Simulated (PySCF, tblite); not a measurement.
C₄H₁₀O₃SSi.
Atom-mapped SMILES: `[O:1]=[S:2](=[O:3])([OH:4])[C@H:5]1[CH2:6][CH2:7][SiH2:8][CH2:9]1` (hydrogens: H10 on O4; H11 on C5; H12, H13 on C6; H14, H15 on C7; H16, H17 on Si8; H18, H19 on C9)

Cartesian coordinates in Å at the GFN2-xTB level; atoms count from 1:
```
atom  x, y, z in Å
O1     2.1394   -0.8780    1.3238
S2     1.5631    0.1475    0.5129
O3     0.9924    1.2788    1.1913
O4     2.7258    0.7476   -0.4586
C5     0.4561   -0.5118   -0.7449
C6    -0.4564   -1.4870   -0.0277
C7    -1.2628   -0.6899    0.9994
Si8   -1.5521    1.0071    0.1787
C9    -0.3208    0.6812   -1.2467
H10    3.1336    1.5268   -0.0759
H11    1.1171   -0.9778   -1.4742
H12   -1.1243   -1.9555   -0.7554
H13    0.1385   -2.2674    0.4508
H14   -0.6659   -0.5636    1.9002
H15   -2.1678   -1.2261    1.2783
H16   -1.3616    2.2020    0.9813
H17   -2.9036    1.0274   -0.4161
H18   -0.8170    0.4383   -2.1864
H19    0.3564    1.5095   -1.4382
```

Computed, not measured: PBE0/pcSseg-1 in PySCF (dipole) on a GFN2-xTB geometry, gas phase.

Masses are those of the commonest isotopes; rigid-rotor values at the optimised geometry. The values belong to one conformer with, in the numbering `[O:1]=[S:2](=[O:3])([OH:4])[C@H:5]1[CH2:6][CH2:7][SiH2:8][CH2:9]1`, O1–S2–O4–H -95°, O1–S2–C5–C6 48°, S2–C5–C6–C7 63°, C5–C6–C7–Si8 34°, C6–C7–Si8–C9 -11°, C7–Si8–C9–C5 -15°.

(1) Give the principal moments of inertia and the rotational constants in MHz.

(2) What kind of rotor is it?

(3) What does the inertial defect say?

(4) Predict some low-J microwave lines.

Answers

(1) Ia = 240.04, Ib = 474.52, Ic = 515.05 u·Å²; 505379 MHz·u·Å²/I gives A = 2105, B = 1065, C = 981.2 MHz.

(2) An asymmetric top; Ray's κ = -0.851.

(3) Not planar: Δ = Ic − Ia − Ib = -199.50 u·Å². For a rigid frame Δ = −2 Σ m c², so Σ m c² = 99.75 u·Å² lies off the ab plane: 17.39 from hydrogen and 82.36 from heavier atoms. The atom farthest from that plane is 2.07 Å away.

(4) The dipole components are |μa| = 0.74 D, |μb| = 1.03 D, |μc| = 2.26 D. Intensities carry the squares of the components, which stand as 0.11 : 0.21 : 1.00 (a : b : c). Some lines, for components of 0.1 D or more:

```json
{"type": "a", "branch": "Q", "J(Ka,Kc)": "3(1,2) ← 3(1,3)", "MHz": "503", "lower level (cm⁻¹)": "0.437"}
{"type": "c", "branch": "Q", "J(Ka,Kc)": "2(1,2) ← 2(0,2)", "MHz": "961", "lower level (cm⁻¹)": "0.205"}
{"type": "c", "branch": "Q", "J(Ka,Kc)": "1(1,1) ← 1(0,1)", "MHz": "1040", "lower level (cm⁻¹)": "0.068"}
{"type": "b", "branch": "Q", "J(Ka,Kc)": "3(1,2) ← 3(0,3)", "MHz": "1355", "lower level (cm⁻¹)": "0.409"}
{"type": "c", "branch": "Q", "J(Ka,Kc)": "3(2,2) ← 3(1,2)", "MHz": "2998", "lower level (cm⁻¹)": "0.454"}
{"type": "b", "branch": "Q", "J(Ka,Kc)": "3(2,1) ← 3(1,2)", "MHz": "3023", "lower level (cm⁻¹)": "0.454"}
{"type": "b", "branch": "R", "J(Ka,Kc)": "1(1,1) ← 0(0,0)", "MHz": "3087", "lower level (cm⁻¹)": "0.000"}
{"type": "b", "branch": "Q", "J(Ka,Kc)": "2(2,0) ← 2(1,1)", "MHz": "3126", "lower level (cm⁻¹)": "0.245"}
{"type": "b", "branch": "R", "J(Ka,Kc)": "3(1,2) ← 2(2,1)", "MHz": "3140", "lower level (cm⁻¹)": "0.349"}
{"type": "b", "branch": "Q", "J(Ka,Kc)": "2(2,1) ← 2(1,2)", "MHz": "3373", "lower level (cm⁻¹)": "0.237"}
{"type": "b", "branch": "Q", "J(Ka,Kc)": "3(2,2) ← 3(1,3)", "MHz": "3501", "lower level (cm⁻¹)": "0.437"}
{"type": "a", "branch": "R", "J(Ka,Kc)": "2(1,2) ← 1(1,1)", "MHz": "4009", "lower level (cm⁻¹)": "0.103"}
{"type": "b", "branch": "R", "J(Ka,Kc)": "3(0,3) ← 2(1,2)", "MHz": "5158", "lower level (cm⁻¹)": "0.237"}
{"type": "c", "branch": "Q", "J(Ka,Kc)": "3(3,1) ← 3(2,1)", "MHz": "5390", "lower level (cm⁻¹)": "0.555"}
{"type": "b", "branch": "Q", "J(Ka,Kc)": "3(3,1) ← 3(2,2)", "MHz": "5414", "lower level (cm⁻¹)": "0.554"}
{"type": "a", "branch": "R", "J(Ka,Kc)": "3(1,3) ← 2(1,2)", "MHz": "6010", "lower level (cm⁻¹)": "0.237"}
{"type": "a", "branch": "R", "J(Ka,Kc)": "3(0,3) ← 2(0,2)", "MHz": "6119", "lower level (cm⁻¹)": "0.205"}
{"type": "a", "branch": "R", "J(Ka,Kc)": "3(2,2) ← 2(2,1)", "MHz": "6139", "lower level (cm⁻¹)": "0.349"}
{"type": "c", "branch": "R", "J(Ka,Kc)": "2(2,0) ← 1(1,0)", "MHz": "7302", "lower level (cm⁻¹)": "0.106"}
{"type": "b", "branch": "R", "J(Ka,Kc)": "2(2,0) ← 1(1,1)", "MHz": "7386", "lower level (cm⁻¹)": "0.103"}
{"type": "c", "branch": "R", "J(Ka,Kc)": "3(2,2) ← 2(1,2)", "MHz": "9511", "lower level (cm⁻¹)": "0.237"}
{"type": "c", "branch": "R", "J(Ka,Kc)": "3(3,0) ← 2(2,0)", "MHz": "11548", "lower level (cm⁻¹)": "0.349"}
{"type": "c", "branch": "R", "J(Ka,Kc)": "3(3,1) ← 2(2,1)", "MHz": "11553", "lower level (cm⁻¹)": "0.349"}
{"type": "b", "branch": "R", "J(Ka,Kc)": "3(3,0) ← 2(2,1)", "MHz": "11553", "lower level (cm⁻¹)": "0.349"}
```

Its GFN2-xTB frequencies are all real (lowest 60 cm⁻¹). Constants of a rigid frame at the computed geometry: no zero-point averaging, no centrifugal distortion.
